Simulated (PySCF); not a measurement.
Ge(Cl)(SH)3 (ClGeH3S3), SMILES [Ge]([SH])([SH])([SH])[Cl]. Atoms are numbered in the order given.

```xyz
8

S     -0.7392    -0.4656    -2.0266
Ge    -0.0024     0.0013    -0.0113
S     -0.3062    -1.7986     1.2115
S      2.0786     0.7005     0.1303
Cl    -1.1373     1.6816     0.6798
H     -0.3171    -1.7441    -1.9573
H      0.6199    -1.4338     2.1201
H      2.5788    -0.4331    -0.4017
```
Charge 0, spin multiplicity 1.

The structure is a stationary point at ωB97X-D3(BJ)/def2-SVP. The structure was generated by enumeration, and PubChem lists no compound with its InChIKey, so it may never have been made. The values are those of a single conformer.

Calculation: PBE0/pcSseg-1 (PySCF).

GIAO shieldings, no solvent; atoms listed in one row are averaged. δ = σ(ref) − σ: ³³S against H2S (σ = 716.7 ppm); ⁷³Ge against GeH4 (σ = 1658.3 ppm); ³⁵Cl against HCl (σ = 945.9 ppm); ¹H against TMS (σ = 31.56 ppm), references at their B3LYP-D3(BJ)/def2-TZVP geometries, non-relativistic (without spin–orbit terms, shifts of atoms bonded to Cl or Br come out too high).

| nucleus | atoms | count | δ (ppm) |
|---|---|---|---|
| ³³S | S3 | 1 | 166.7 |
| ³³S | S4 | 1 | 166.6 |
| ³³S | S1 | 1 | 123.7 |
| ⁷³Ge | Ge2 | 1 | 523.1 |
| ³⁵Cl | Cl5 | 1 | 137.7 |
| ¹H | H7 | 1 | 2.25 |
| ¹H | H6 | 1 | 1.79 |
| ¹H | H8 | 1 | 1.75 |
